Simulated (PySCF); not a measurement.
# Radial density of Mg (magnesium, neutral)

UHF, [Ne] 3p2, high-spin 3P determinant (an excited configuration). Calculation: PySCF 2.14, in dyall-acv3z (20s13p7d4f, 122 functions); scalar relativity by spin-free X2C-1e.

```json
{"r (bohr)": "0.00265", "4πr²ρ (e/bohr)": "0.09946", "4πr²(ρα − ρβ)": "0.0000"}
{"r (bohr)": "0.00446", "4πr²ρ (e/bohr)": "0.2635", "4πr²(ρα − ρβ)": "0.0000"}
{"r (bohr)": "0.00750", "4πr²ρ (e/bohr)": "0.6794", "4πr²(ρα − ρβ)": "0.0000"}
{"r (bohr)": "0.0126", "4πr²ρ (e/bohr)": "1.673", "4πr²(ρα − ρβ)": "0.0000"}
{"r (bohr)": "0.0212", "4πr²ρ (e/bohr)": "3.804", "4πr²(ρα − ρβ)": "0.0001"}
{"r (bohr)": "0.0357", "4πr²ρ (e/bohr)": "7.551", "4πr²(ρα − ρβ)": "0.0002"}
{"r (bohr)": "0.0601", "4πr²ρ (e/bohr)": "11.94", "4πr²(ρα − ρβ)": "0.0012"}
{"r (bohr)": "0.101", "4πr²ρ (e/bohr)": "13.08", "4πr²(ρα − ρβ)": "0.0056"}
{"r (bohr)": "0.170", "4πr²ρ (e/bohr)": "9.050", "4πr²(ρα − ρβ)": "0.0213"}
{"r (bohr)": "0.286", "4πr²ρ (e/bohr)": "7.862", "4πr²(ρα − ρβ)": "0.0528"}
{"r (bohr)": "0.481", "4πr²ρ (e/bohr)": "11.11", "4πr²(ρα − ρβ)": "0.0590"}
{"r (bohr)": "0.809", "4πr²ρ (e/bohr)": "7.218", "4πr²(ρα − ρβ)": "0.0015"}
{"r (bohr)": "1.36", "4πr²ρ (e/bohr)": "1.388", "4πr²(ρα − ρβ)": "0.0531"}
{"r (bohr)": "2.29", "4πr²ρ (e/bohr)": "0.4178", "4πr²(ρα − ρβ)": "0.3779"}
{"r (bohr)": "3.85", "4πr²ρ (e/bohr)": "0.4970", "4πr²(ρα − ρβ)": "0.4969"}
{"r (bohr)": "6.47", "4πr²ρ (e/bohr)": "0.1386", "4πr²(ρα − ρβ)": "0.1386"}
{"r (bohr)": "10.9", "4πr²ρ (e/bohr)": "0.004535", "4πr²(ρα − ρβ)": "0.0045"}
```

Densities and radii are taken from the X2C orbitals without a picture-change correction, which distorts them close to the nucleus.
